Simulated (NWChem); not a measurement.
GeHOCl₃; SMILES [OH][Ge]([Cl])([Cl])[Cl]

```xyz
6

O      0.0006    -0.1931    -1.9621
Ge     0.0001    -0.0275    -0.2224
Cl     1.7238     1.0384     0.4469
Cl     0.0036    -1.9972     0.5592
Cl    -1.7278     1.0318     0.4467
H      0.0011     0.6544    -2.4246
```
Atoms are numbered in this order, from 1.

Program: NWChem. Pople sets run with spherical d functions. Geometry: optimised at PBE0/def2-SVP. Vzz is the largest principal value of the second derivative of the potential at the nucleus (NWChem prints the opposite sign); η is the asymmetry. Non-relativistic.

Task: What does the run give for PBE/6-31G*? Quantities: Vzz O1 (a.u.); η O1; Vzz Ge2 (a.u.); η Ge2; Vzz Cl5 (a.u.); η Cl5; Vzz Cl4 (a.u.); η Cl4.

Result: The vzz O1 (a.u.) is -1.319, the η O1 is 0.96 and the vzz Ge2 (a.u.) is -0.316. The η Ge2 is 0.29. The vzz Cl5 (a.u.) is 2.579 and the η Cl5 comes out as 0.05. The vzz Cl4 (a.u.) comes out as 2.732. The η Cl4 comes out as 0.00.
